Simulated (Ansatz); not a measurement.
`N#CBCl` + `C[Si](C)(C)F` → `N#CBF` + `C[Si](C)(C)Cl`  (redistribution)

Calculated with Ansatz (gas phase, PBE0-D4/def2-TZVP geometries, no zero-point term in ΔE). CCSD(T)/CBS is the MP2 limit (def2-TZVPP, def2-QZVPP) plus CCSD(T) − MP2 in def2-TZVPP, frozen cores. This one scheme is used for every species. DFT in def2-TZVPP. B3LYP here is the variant with VWN-RPA as its local correlation; programs differ in this.

```json
{"level": "B97M-V", "ΔE (kcal/mol)": "-2.0"}
{"level": "r2SCAN", "ΔE (kcal/mol)": "-1.8"}
{"level": "B3LYP", "ΔE (kcal/mol)": "-1.6"}
{"level": "MP2/def2-SVP", "ΔE (kcal/mol)": "-4.6"}
```

What does CCSD(T)/CBS give? (Best estimate.)

Computed: -2.5 kcal/mol. The listed levels differ from it by 0.5, 0.7, 0.9, -2.1 kcal/mol.

Largest T1 diagnostic among the species: 0.015.

In def2-TZVPP, CCSD(T) changes the Hartree–Fock value by +1.1 kcal/mol (the triples alone add +0.1 kcal/mol) and MP2 by +0.8 kcal/mol. From BLYP to BHLYP (50 % exact exchange), in def2-TZVPP and without D4, ΔE moves by −1.0 kcal/mol. The D4 term adds −1.0 kcal/mol with B3LYP and −0.6 kcal/mol with PBE0; it sums over pairs of atoms, weighted by their polarisabilities, and B3LYP, whose exchange is more repulsive, gets the larger term.
